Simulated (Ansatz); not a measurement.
B$_{2}$FH$_{3}$OSi. The species carries charge 0 and has multiplicity 1. The bonds changed during the relaxation, so this is another structure than the one it started from.

Z-matrix (Å, degrees):
```
Si
F 1 1.586
B 1 2.021 2 119.2
B 1 2.054 2 119.8 3 -54.8
O 1 1.825 2 105.3 3 39.2
H 1 1.473 2 108.5 3 149.2
H 4 1.201 1 112.9 2 -149.1
H 4 1.197 1 114.5 2 -8.4
```

Task: List the harmonic frequencies (cm⁻¹, unscaled) at PBE0-D4/def2-TZVP in Ansatz. (Estimate.)

Result: Ansatz gave: 191, 227, 270, 397, 475, 616, 677, 703, 726, 793, 813, 828, 945, 1090, 1561, 2287, 2556, 2638.

Task: Is this a minimum?

Result: Yes, all 18 modes are real.

Task: Give the ideal-gas thermochemistry at 298.15 K and 1 bar (rigid rotor, harmonic oscillator; point group C1, symmetry number 1).

Result: Zero-point energy 106.4 kJ/mol; H(298) − E = 124.0 kJ/mol; entropy 311.8 J/(mol·K), of which translation 164.7, rotation 107.3, vibration 39.9; G(298) − E = 31.0 kJ/mol.

Task: Rotational constants (cm⁻¹)?

Result: 0.241, 0.1369, 0.1053.
